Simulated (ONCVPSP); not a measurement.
## Scattering properties, ONCV potential for gold (Au)

```
Element                 : Au (Z = 79)
Generator               : ONCVPSP 4.0.1
Type                    : optimised norm-conserving Vanderbilt (ONCV)
Functional              : PBE
Relativity              : non-relativistic
Frozen core             : [Kr] 4d10
Valence charge          : 33
Reference configuration : 4f14 5s2 5p6 5d9 (charge +2)
Partial waves           : 5s: rc 1.65 bohr, ncon 3, nbas 8, qcut 5.7 1/bohr, 1 projector; 5p: rc 1.55 bohr, ncon 3, nbas 7, qcut 7.2 1/bohr, 1 projector; 5d: rc 1.55 bohr, ncon 3, nbas 6, qcut 5.8 1/bohr, 2 projectors, debl 0.5 Ha; 4f: rc 0.60 bohr, ncon 3, nbas 7, qcut 33.8 1/bohr, 2 projectors, debl 0.7 Ha
Local potential         : polynomial inside 0.40 bohr (lpopt 5, dvloc0 2 Ha)
Core correction         : polynomial model core, fcfact 0.5
```

In the d channel the program set the typed energies aside and used -1.033, 0.250 Ha. In the f channel the program set the typed energies aside and used -4.252, 0.250 Ha.

The phase is arctan(r·R′/R) of the radial function R(r), unwrapped; energies in Ha, scanned from -6 to 5 Ha. A pole is an energy at which the radial function vanishes at the test radius. The pseudo phase is shifted by a multiple of π to meet the all-electron one at the reference energy, and phase errors are pseudo minus all-electron; the curves can meet again beyond the range given. Levels narrower than the energy grid can be missing from the lists of poles.

```json
{"channel": "s", "radius (bohr)": "1.67", "reference energy (Ha)": "-3.88", "poles, all-electron": "-3.45", "poles, pseudo": "-3.46, 3.99", "unbroken range about the reference energy with phases within 0.05 rad": "below -1.5", "phase error 1 Ha above the reference energy (rad)": "-0.008"}
{"channel": "p", "radius (bohr)": "1.58", "reference energy (Ha)": "-2.76", "poles, all-electron": "-1.84", "poles, pseudo": "-1.88, 1.80", "unbroken range about the reference energy with phases within 0.05 rad": "below -0.8", "phase error 1 Ha above the reference energy (rad)": "-0.009"}
{"channel": "d", "radius (bohr)": "1.58", "reference energy (Ha)": "-1.03", "poles, all-electron": "0.68", "poles, pseudo": "0.68", "unbroken range about the reference energy with phases within 0.05 rad": "the whole range", "phase error 1 Ha above the reference energy (rad)": "-0.000"}
{"channel": "f", "radius (bohr)": "0.61", "reference energy (Ha)": "-4.25", "poles, all-electron": "1.90", "poles, pseudo": "1.90", "unbroken range about the reference energy with phases within 0.05 rad": "the whole range", "phase error 1 Ha above the reference energy (rad)": "-0.000"}
```

Note: ghosts flagged at negative energy: s at -2096.1 eV, s at -323.7 eV, p at -1272.3 eV, d at -194.8 eV; no localised positive-energy state flagged. A true bound ghost makes a file unfit for plane-wave use.

Phases in the d channel:

| E (Ha) | all-electron | pseudo |
| --- | --- | --- |
| -5.96 | 1.300 | 1.300 |
| -5.40 | 1.275 | 1.275 |
| -4.84 | 1.241 | 1.241 |
| -4.28 | 1.194 | 1.194 |
| -3.72 | 1.124 | 1.124 |
| -3.16 | 1.006 | 1.006 |
| -2.60 | 0.770 | 0.770 |
| -2.04 | 0.206 | 0.206 |
| -1.48 | -0.685 | -0.685 |
| -0.92 | -1.173 | -1.173 |
| -0.36 | -1.385 | -1.385 |
| 0.20 | -1.501 | -1.501 |
| 0.76 | -1.580 | -1.580 |
| 1.32 | -1.645 | -1.645 |
| 1.88 | -1.706 | -1.706 |
| 2.44 | -1.774 | -1.774 |
| 3.00 | -1.863 | -1.864 |
| 3.56 | -2.001 | -2.003 |
| 4.12 | -2.266 | -2.273 |
| 4.68 | -2.861 | -2.887 |
